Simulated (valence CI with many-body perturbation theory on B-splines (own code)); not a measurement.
How close is CI+MBPT for Mn³⁺?

Computed by relativistic CI+MBPT: four valence electrons over a frozen Dirac-Fock core [Ar], a basis of 9 s, 9 p, 10 d, 8 f, 5 g, 3 h, 1 i functions for each j, with the one-electron correlation potential Σ1, the two-electron term Σ2, the three-electron term Σ3, Breit, model QED; selected CI, second order for the rest, scaled by the run's own slope (own B-spline code, finite nucleus).

Against 35 measured levels this calculation errs by 1573 cm⁻¹ on average and by 4245 at most. These come from a selection out of Corliss and Sugar, J. Phys. Chem. Ref. Data 6, 1253 (1977). Levels without a partner in it may be off by more, other configurations by 1,000 to 8,000 cm⁻¹. Among the levels kept, up to 290 cm⁻¹ of a level comes from second order outside the variational space, and about a tenth of that is noise between levels of different J, which matters for small intervals. Only levels of the ground parity were solved; by the run's estimate the other parity begins above the list, which can be wrong where configurations are misplaced.

Measured levels: Corliss and Sugar, J. Phys. Chem. Ref. Data 6, 1253 (1977). Pairs share parity and J, and are chosen by configuration, term and nearness in energy; levels without a clear partner are left out. Energies in cm⁻¹ above the measured ground level. The last column is blank where CI alone has no clear partner.

Letters in brackets count levels of one name in rising energy.

| Computed label | Label in the source | Measured | Computed | Difference | CI alone, difference |
| --- | --- | --- | --- | --- | --- |
| 3d4 5D_0 | 3d4 a 5D | 0 | 0.0 | 0 | 0 |
| 3d4 5D_1 | 3d4 a 5D | 99 | 99.0 | 0 | -6 |
| 3d4 5D_2 | 3d4 a 5D | 286.8 | 284.6 | -2 | -24 |
| 3d4 5D_3 | 3d4 a 5D | 552.2 | 548.3 | -4 | -46 |
| 3d4 5D_4 | 3d4 a 5D | 885.8 | 878.2 | -8 | -69 |
| 3d4 3P_0 [a] | 3d4 a 3P | 20654.2 | 21028.8 | +375 | -1218 |
| 3d4 3P_1 [a] | 3d4 a 3P | 21278.8 | 21640.3 | +361 | -1323 |
| 3d4 3H_4 | 3d4 a 3H | 21280.7 | 20413.8 | -867 | -916 |
| 3d4 3H_5 | 3d4 a 3H | 21474.8 | 20603.3 | -871 | -915 |
| 3d4 3H_6 | 3d4 a 3H | 21679.3 | 20805.9 | -873 | -899 |
| 3d4 3P_2 [a] | 3d4 a 3P | 22324.7 | 22667.3 | +343 |  |
| 3d4 3F_2 [a] | 3d4 a 3F | 22791 | 22717.7 | -73 |  |
| 3d4 3F_3 [a] | 3d4 a 3F | 22862.3 | 22774.9 | -87 | -817 |
| 3d4 3F_4 [a] | 3d4 a 3F | 22959.1 | 22864.4 | -95 | -793 |
| 3d4 3G_3 | 3d4 a 3G | 25440.4 | 24986.8 | -454 | -396 |
| 3d4 3G_4 | 3d4 a 3G | 25670.8 | 25211.3 | -460 | -403 |
| 3d4 3G_5 | 3d4 a 3G | 25877.7 | 25403.1 | -475 | -393 |
| 3d4 3D_3 | 3d4 a 3D | 31385.2 | 31478.0 | +93 | +482 |
| 3d4 3D_2 | 3d4 a 3D | 31473.5 | 31567.2 | +94 | +447 |
| 3d4 3D_1 | 3d4 a 3D | 31580.7 | 31671.2 | +90 | +413 |
| 3d4 3F_4 [b] | 3d4 b 3F | 53212.3 | 53176.1 | -36 | -1662 |
| 3d4 3F_2 [b] | 3d4 b 3F | 53260.7 | 53213.4 | -47 | -1689 |
| 3d4 3F_3 [b] | 3d4 b 3F | 53286.7 | 53242.0 | -45 | -1689 |
| 3d3 4s 5F_2 | 3d3(4F) 4s a 5F | 111710.4 | 108159.6 | -3551 | -34907 |
| 3d3 4s 5F_3 | 3d3(4F) 4s a 5F | 112013.3 | 108460.4 | -3553 | -34927 |
| 3d3 4s 5F_4 | 3d3(4F) 4s a 5F | 112408.9 | 108851.3 | -3558 | -34950 |
| 3d3 4s 5F_5 | 3d3(4F) 4s a 5F | 112882.8 | 109322.2 | -3561 | -34967 |
| 3d3 4s 3F_2 | 3d3(4F) 4s c 3F | 119445.5 | 115722.6 | -3723 | -35273 |
| 3d3 4s 3F_3 | 3d3(4F) 4s c 3F | 119961.5 | 116232.1 | -3729 | -35313 |
| 3d3 4s 3F_4 | 3d3(4F) 4s c 3F | 120603.1 | 116870.2 | -3733 | -35340 |
| 3d3 4s 3G_3 | 3d3(2G) 4s b 3G | 130969.5 | 127240.7 | -3729 | -34659 |
| 3d3 4s 3G_4 | 3d3(2G) 4s b 3G | 131170.1 | 127437.4 | -3733 | -34670 |
| 3d3 4s 3G_5 | 3d3(2G) 4s b 3G | 131462.5 | 127721.2 | -3741 | -34690 |
| 3d3 4s 3H_4 | 3d3(2H) 4s b 3H | 137853 | 133634.1 | -4219 | -35137 |
| 3d3 4s 3H_5 | 3d3(2H) 4s b 3H | 137930.1 | 133690.0 | -4240 | -35125 |
| 3d3 4s 3H_6 | 3d3(2H) 4s b 3H | 138123.1 | 133878.6 | -4245 | -35119 |

Over 35 excited levels the mean absolute difference is 1573 cm⁻¹, the median 460 and the largest 4245. For the 33 levels that pair on every rung the mean is CI alone 14233, + Σ1 11010, + Σ2 2038, + Σ3 1656, + Breit 1681, + QED 1656. The comparison draws on a selection of the measured levels: 36 of the 64 computed ones have a partner in it, and others may be off by more.
